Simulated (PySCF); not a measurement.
Match the calculated data to a structure.

All candidates are C6H12SSi.

* 1H NMR: chemical shifts (computed TMS as zero) by class: 5.74 (1 H), 5.24 (1 H), 5.12 (1 H), 4.63 (3 H), 2.49 (3 H), 2.03 (3 H) ppm [GIAO PBE0/pcSseg-1]
* 13C NMR: chemical shifts (computed TMS as zero) by class: 152.1 (1 C), 141.0 (1 C), 126.9 (1 C), 119.8 (1 C), 28.2 (1 C), 27.6 (1 C) ppm [GIAO PBE0/pcSseg-1]
* Rotational structure: rotational constants A, B, C: 2.896, 0.721, 0.592 GHz [GFN2-xTB]
* NMR, other nuclei: isotropic shieldings of nuclei other than C and H, by class: 403 (1 Si), 610 (1 S) ppm [GIAO PBE0/pcSseg-1]
* Dipole: 1.42 D [PBE0/pcSseg-1]

Gas-phase values; electronic properties from PySCF, density fitting. Levels stand in brackets. Geometry: GFN2-xTB, one conformer, isolated molecule. Each NMR value is the plain mean over a class of atoms that symmetry, rotation or inversion makes alike.

**Question.** Which candidate is it?
A. `C=C(C)/C(C)=C\S[SiH3]`
B. `C#CCC[SiH2]SCC`
C. `C#CC[C@@](C)([SiH3])SC`
D. `C=C[Si]1(SC)CCC1`
E. `C=C(C)[C@@H]1[SiH2][C@H]1SC`

**Answer.** A. It is `C=C(C)/C(C)=C\S[SiH3]`. Numbering: `[CH2:1]=[C:2]([CH3:3])/[C:4]([CH3:5])=[CH:6]\[S:7][SiH3:8]`. Its formula, C6H12SSi, gives 2 degrees of unsaturation: 0 rings and 2 π bonds in the structure found. 6 carbons fall into 6 classes; from least to most shielded: fully substituted alkene carbon [C2] (152.1 ppm), fully substituted alkene carbon [C4] (141.0 ppm), alkene CH carbon [C6] (126.9 ppm), terminal =CH2 carbon [C1] (119.8 ppm), allylic carbon [C3] (28.2 ppm), allylic carbon [C5] (27.6 ppm). Hydrogen classes from least to most shielded: 1 H on an alkene CH carbon, C6 (5.74 ppm), 1 H on a terminal =CH2 carbon, C1 (5.24 ppm), 1 H on a terminal =CH2 carbon, C1 (5.12 ppm), 3 H on an SiH3 silicon, Si8 (4.63 ppm), 3 H on an allylic carbon, C3 (2.49 ppm, a mean of values up to 1.0 ppm apart in this geometry), 3 H on an allylic carbon, C5 (2.03 ppm, a mean of values up to 0.7 ppm apart in this geometry). The other shieldings belong to: 403 ppm, SiH3 silicon [Si8]; 610 ppm, sulfur bonded to C and Si [S7]. The optimised geometry has point group C1 and is an asymmetric top.

The others, at the same levels:
- `C=C(C)[C@@H]1[SiH2][C@H]1SC` fails: its computed 13C shifts are 157.9 (1 C), 107.3 (1 C), 32.5 (1 C), 29.9 (1 C), 28.6 (1 C), 23.5 (1 C) ppm, 1H shifts are 4.80 (1 H), 4.28 (1 H), 3.15 (1 H), 2.83 (1 H), 2.35 (1 H), 2.15 (3 H), 2.12 (3 H), 1.20 (1 H) ppm and rotational constant A is 1.796 GHz (against 2.896 GHz).
- `C#CCC[SiH2]SCC` fails: its computed 13C shifts are 89.2 (1 C), 77.8 (1 C), 29.4 (1 C), 18.3 (1 C), 16.8 (1 C), 13.2 (1 C) ppm, 1H shifts are 4.93 (2 H), 2.58 (2 H), 2.49 (2 H), 1.51 (1 H), 1.42 (3 H), 1.23 (2 H) ppm and rotational constant A is 4.175 GHz (against 2.896 GHz).
- `C#CC[C@@](C)([SiH3])SC` fails: its computed 13C shifts are 87.4 (1 C), 78.4 (1 C), 35.1 (1 C), 30.9 (1 C), 23.9 (1 C), 12.4 (1 C) ppm, 1H shifts are 4.02 (3 H), 2.81 (1 H), 2.70 (1 H), 2.02 (3 H), 1.66 (3 H), 1.53 (1 H) ppm and rotational constant A is 1.940 GHz (against 2.896 GHz).
- `C=C[Si]1(SC)CCC1` fails: it has 5 carbon classes against 6; its computed 13C shifts are 143.3 (1 C), 143.0 (1 C), 21.4 (2 C), 18.2 (1 C), 12.9 (1 C) ppm, 1H shifts are 6.61 (1 H), 6.38 (1 H), 6.02 (1 H), 2.22 (1 H), 1.98 (1 H), 1.93 (3 H), 1.75 (2 H), 1.64 (2 H) ppm and rotational constant A is 1.739 GHz (against 2.896 GHz).

Each candidate is one conformer, not necessarily the lowest. The conformers computed, where there is a choice (atom-mapped SMILES and torsion angles):
- `[CH2:1]=[C:2]([CH3:3])/[C:4]([CH3:5])=[CH:6]\[S:7][SiH3:8]`: C1–C2–C4–C5 -14°, C4–C6–S7–Si8 -169°
- `[CH2:1]=[C:2]([CH3:3])[C@@H:4]1[SiH2:5][C@H:6]1[S:7][CH3:8]`: C1–C2–C4–Si5 50°, Si5–C6–S7–C8 152°
- `[CH:1]#[C:2][CH2:3][CH2:4][SiH2:5][S:6][CH2:7][CH3:8]`: C2–C3–C4–Si5 64°, C3–C4–Si5–S6 176°, C4–Si5–S6–C7 -177°, Si5–S6–C7–C8 179°
- `[CH:1]#[C:2][CH2:3][C@@:4]([CH3:5])([SiH3:6])[S:7][CH3:8]`: C2–C3–C4–C5 -61°, C3–C4–S7–C8 72°
- `[CH2:1]=[CH:2][Si:3]1([S:4][CH3:5])[CH2:6][CH2:7][CH2:8]1`: C1–C2–Si3–S4 -105°, C2–Si3–S4–C5 51°
